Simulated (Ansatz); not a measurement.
```yaml
crystal:
  periodic: [false, false, false]
  atoms:
    - {symbol: F, position_ang: [-0.368029, -1.948363, -1.887050]}
    - {symbol: C, position_ang: [-0.187330, -1.010321, -0.975011]}
    - {symbol: C, position_ang: [-0.919051, 0.164274, -1.034409]}
    - {symbol: F, position_ang: [-1.798699, 0.345451, -2.005210]}
    - {symbol: C, position_ang: [-0.726959, 1.145375, -0.076618]}
    - {symbol: F, position_ang: [-1.435081, 2.258296, -0.151486]}
    - {symbol: C, position_ang: [0.193530, 0.966788, 0.947294]}
    - {symbol: Cl, position_ang: [0.426603, 2.176702, 2.123671]}
    - {symbol: C, position_ang: [0.920791, -0.214870, 0.995944]}
    - {symbol: F, position_ang: [1.804541, -0.416068, 1.957266]}
    - {symbol: C, position_ang: [0.734045, -1.200384, 0.041631]}
    - {symbol: F, position_ang: [1.432536, -2.321983, 0.098076]}
basis:
  gaussian: {orbitals: STO-3G, final_grid: {core_spheres: 1, valence_spheres: 1, degree: 5}}
total_charge: 1
magnetization: {spin_polarized: true, initial_magnetization: 1}
hamiltonian: {xc: {name: r2SCAN}}
```

```sh
$ ansatz run in.yaml --threads 4 --pin off --events-out ev --progress --plain --max-ram 63488MiB --backend cpu
```

It prints (some lines left out):

```
Functional definition: r2SCAN
919 factors; integrals over basis functions are off by at most 3.4e-5 eV
mean field evaluation 1: about -31903.7250 eV, gradient 1.3e1 eV
mean field evaluation 2: about -31897.0169 eV, gradient 3.5e1 eV
mean field evaluation 4: about -31903.4876 eV, gradient 1.2e1 eV
mean field evaluation 8: about -31904.9209 eV, gradient 1.5e0 eV
mean field evaluation 16: about -31855.9807 eV, gradient 1.5e0 eV
mean field evaluation 32: about -31855.9439 eV, gradient 6.2e-1 eV
mean field -31856.00483199 eV, -1170.6865848001 hartree, gradient 5.1e-6 eV, S^2 0.761331; 4 other end points of the search recorded, 0 dependent functions left out
reference -31856.00483213 eV, -1170.6865848052 hartree; 49, 48 occupied and 15, 16 virtual orbitals, 919 factors
Total energy: -31856.00483213 eV, -1170.6865848052 hartree
```

In this input the integration grid is far too coarse. The calculation finished and met its thresholds. The result belongs to that input, not to the molecule as meant.
